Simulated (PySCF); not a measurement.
Q: What does the PBE0-D3(BJ)/def2-SVP structure of 6-hepten-3-ol (`C=CCC[C@@H](O)CC`) look like in three dimensions?

A: 
```xyz
22
C7H14O angstrom
C      3.8333   -0.3605    0.1789
C      2.7947    0.4709    0.0848
C      1.5653    0.2277   -0.7301
C      0.2899    0.1865    0.1076
C     -0.9609   -0.1023   -0.7149
O     -0.8314   -1.3052   -1.4436
C     -2.2270   -0.1007    0.1363
C     -3.4926   -0.3289   -0.6724
H      4.7024   -0.1263    0.7993
H      3.8533   -1.3085   -0.3693
H      2.8178    1.4102    0.6545
H      1.4619    1.0289   -1.4854
H      1.6569   -0.7144   -1.2921
H      0.3895   -0.5892    0.8903
H      0.1565    1.1411    0.6455
H     -1.0592    0.6813   -1.4884
H     -0.7431   -2.0215   -0.8033
H     -2.1238   -0.8854    0.9100
H     -2.2858    0.8541    0.6858
H     -3.6593    0.4925   -1.3874
H     -4.3807   -0.3976   -0.0269
H     -3.4131   -1.2581   -1.2551
```

Orientation and origin are arbitrary. Atoms count from 1 in this order. Of the pairs four or more bonds apart, O6···H13 is among the closest relative to their van der Waals radii: 2.56 Å, 94 % of the sum of Bondi's values. The 6 C–C bonds span 1.334 Å (C1=C2, drawn double) to 1.526 Å (C3–C4, drawn single), a spread of 0.192 Å.

Bonds between heavy atoms (Å): C1=C2 1.334, C2–C3 1.495, C3–C4 1.526, C4–C5 1.525, C5–O6 1.412, C5–C7 1.526, C7–C8 1.519.

Computed, not measured: PySCF, PBE0-D3(BJ)/def2-SVP geometry optimisation, gas phase.

Point group: C1 (no symmetry element, even within 0.4 Å). No frequency check. One conformer, not necessarily the lowest (C1–C2–C3–C4 119°, C2–C3–C4–C5 -178°, C3–C4–C5–O6 56°, C4–C5–O6–H 63°, C4–C5–C7–C8 178°).
